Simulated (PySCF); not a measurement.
**Bond length, frequency and bond energy of BiB by level of theory**

State: ³Π (triplet), unpaired electrons σ ↑, π ↑. Set-up: basis Bi cc-pVDZ-PP with ECP60, B cc-pVDZ; scalar-relativistic core potentials; PySCF 2.14. De refers to Bi + B in their high-spin ground configurations, without counterpoise correction. The functionals are run spin-unrestricted. A positive dipole means Bi(−)B(+). Levels whose curve was spin-contaminated or gave no clean fit are not listed.

```csv
Level,Re (Å),ωe (cm⁻¹),De (eV),μ (D),"CPU s a point (SCF and correlation, without the integrals)"
PBE,2.166,601,2.48,-1.41,0.41
r²SCAN,2.153,620,2.16,-1.17,0.62
M06-L,2.160,617,2.71,-1.56,0.54
PBE0,2.144,626,2.09,-1.23,0.71
r²SCAN0,2.138,634,1.88,-1.02,0.63
MN15,2.148,604,2.09,-0.92,0.62
```

Q: What does a quarter of exact exchange do here, going from PBE to PBE0?

A: PBE0 less PBE: -2.2 pm in Re, +4.2 % in ωe, -0.39 eV in De. Exact exchange removes part of the self-interaction that spreads semilocal densities, and in most molecules shortens and stiffens the bond and lowers De; so it does here.

Q: What does the step from GGA to meta-GGA do here, going from PBE to r²SCAN?

A: r²SCAN less PBE: -1.3 pm in Re, +3.2 % in ωe, -0.32 eV in De. 

Spin–orbit coupling is left out, which matters for elements this heavy, above all for dissociation energies. The state is the lowest determinant that a PBE0 search found; another state may lie lower at other levels.

The whole job (state search and all levels along the bond) took about 1.4 min on 1 thread of Intel Xeon 6975P-C (shared host), peak memory 0.44 GiB.
